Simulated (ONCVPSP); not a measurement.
**u(r) = r·R(r): atom against pseudo-atom (zirconium (Zr))**

Columns: radius, all-electron u(r) and pseudo u(r) of the 4s shell (level -54.46 eV) of zirconium in the configuration [Ar] 3d10 4s2 4p6 4d2 5s2; PBEsol, scalar-relativistic, ONCV scheme, ONCVPSP 4.0.1.

| r (bohr) | all-electron | pseudo |
| --- | --- | --- |
| 0.098 | 0.3441 | 0.1010 |
| 0.195 | -0.0284 | 0.2032 |
| 0.292 | -0.4944 | 0.3092 |
| 0.390 | -0.5190 | 0.4197 |
| 0.488 | -0.2393 | 0.5316 |
| 0.585 | 0.1339 | 0.6398 |
| 0.682 | 0.4801 | 0.7403 |
| 0.780 | 0.7494 | 0.8282 |
| 0.878 | 0.9273 | 0.8970 |
| 0.975 | 1.0220 | 0.9420 |
| 1.072 | 1.0513 | 0.9616 |
| 1.170 | 1.0321 | 0.9552 |
| 1.268 | 0.9798 | 0.9246 |
| 1.365 | 0.9078 | 0.8738 |
| 1.463 | 0.8245 | 0.8071 |
| 1.560 | 0.7386 | 0.7314 |
| 1.658 | 0.6530 | 0.6509 |
| 1.755 | 0.5725 | 0.5722 |
| 1.852 | 0.4981 | 0.4980 |
| 1.950 | 0.4298 | 0.4298 |
| 2.047 | 0.3695 | 0.3695 |
| 2.145 | 0.3157 | 0.3157 |
| 2.242 | 0.2692 | 0.2691 |
| 2.340 | 0.2284 | 0.2283 |
| 2.438 | 0.1932 | 0.1932 |
| 2.535 | 0.1634 | 0.1633 |

Task: How many radial nodes do the two functions have?

Result: The all-electron 4s function has n − l − 1 = 3 (the table is too coarse to show those close to the nucleus); the pseudo-wave has 0, since the states of the same l below it are removed with the core.

Task: At about which radius was the pseudo-wave matched?

Result: 1.90 bohr. The columns agree to 0.0005 from 1.75 bohr on; several derivatives are matched, so the curves merge somewhat inside the radius.

Task: Is the pseudo-wave norm-conserving?

Result: Yes: the ONCV scheme keeps the norm inside the radius equal to the all-electron one, which fixes the energy derivative of the logarithmic derivative at the level.
